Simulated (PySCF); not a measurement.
CH₄. Atoms are numbered in the order given.

```xyz
5

C      0.0000     0.0000     0.0000
H      0.6331     0.6331     0.6331
H     -0.6331     0.6331    -0.6331
H     -0.6331    -0.6331     0.6331
H      0.6331    -0.6331    -0.6331
```
Charge 0, spin multiplicity 1.

The structure is a stationary point at PBE-D3(BJ)/def2-TZVPD.

Computed with PySCF with CAM-B3LYP/def2-TZVPD.

Symmetry labels are those of the subgroup D2 that the program uses (full group Td).

Computed valence orbital energies around the gap with their symmetry:
```
orbital  symmetry  energy (eV)
-------  --------  -----------
HOMO−4          A      -278.31
HOMO−3          A       -21.02
HOMO−2         B1       -12.47
HOMO−1         B2       -12.47
HOMO           B3       -12.47
LUMO            A         1.05
LUMO+1         B1         3.41
LUMO+2         B2         3.41
LUMO+3         B3         3.41
```
